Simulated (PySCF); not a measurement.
Harmonic spectrum computed at PBE0 in the def2-SVP basis family (core potentials from Rb on, PySCF, no spin–orbit coupling):

```tsv
ω (cm⁻¹)	IR (km/mol)
127	0.4
466	5.3
632	2.4
```

Question: Which molecule gave it? In each, all ligands are bound to the one heavy central atom.
A. OI₂ (singlet)
B. RuI₂ (quintet)
C. NiI₂ (triplet)
D. TiI₂ (triplet)
E. ZnI₂ (singlet)

Answer: A. It has C2v symmetry with O–I 2.023 Å (×2).
